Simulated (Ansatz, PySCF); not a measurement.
Spin states of HOTa (SMILES [OH][Ta]), each relaxed with B3LYP-D3(BJ)/def2-TZVP.
State 1 (charge 0, multiplicity 3):
| atom | x (Å) | y (Å) | z (Å) |
|---|---|---|---|
| Ta | -0.9782 | -0.8233 | -0.8714 |
| O | 0.1774 | 0.1552 | 0.1490 |
| H | 0.7676 | 0.7155 | 0.6522 |
State 2 (charge 0, multiplicity 5):
```json
[
 {"atom": "Ta", "x (Å)": "-0.9740", "y (Å)": "-0.6951", "z (Å)": "-0.9047"},
 {"atom": "O", "x (Å)": "0.3137", "y (Å)": "-0.0842", "z (Å)": "0.3746"},
 {"atom": "H", "x (Å)": "0.6271", "y (Å)": "0.8267", "z (Å)": "0.4599"}
]
```

Singlets are restricted, other states unrestricted; no spin–orbit coupling, no relativity up to Kr; see below for the cores. The largest T1 diagnostic is 0.055.

Correlated levels freeze the inner cores; with def2 sets outer-core shells near the valence are correlated too.

Run with Ansatz (an electronic-structure program) with Gaussian orbitals; PySCF for the dispersion terms.  In def2 rows elements past Kr take small-core potentials, without spin–orbit coupling.

```csv
level,energy of the multiplicity-5 state less that of the multiplicity-3 state (eV)
PBE/def2-TZVPP,0.239
r2SCAN/def2-TZVPP,-0.020
r2SCAN-D4/def2-TZVPP,-0.020
B97M-V/def2-TZVPP,0.218
PBE0-D4/def2-TZVPP,0.189
CAM-B3LYP-D3(BJ)/def2-TZVPP,…
wB97X-V/def2-TZVPP,…
B2PLYP/def2-TZVPP,0.557
B2PLYP-D4/def2-TZVPP,0.557
```

Q: What belongs in the gaps?

A: 
- CAM-B3LYP-D3(BJ)/def2-TZVPP, energy of the multiplicity-5 state less that of the multiplicity-3 state (eV): 0.569
- wB97X-V/def2-TZVPP, energy of the multiplicity-5 state less that of the multiplicity-3 state (eV): 0.593

Doubts at one or more of the structures used: a spin-contaminated determinant (PBE/def2-TZVPP, r2SCAN/def2-TZVPP, r2SCAN-D4/def2-TZVPP, B97M-V/def2-TZVPP, PBE0-D4/def2-TZVPP, B2PLYP/def2-TZVPP, B2PLYP-D4/def2-TZVPP).
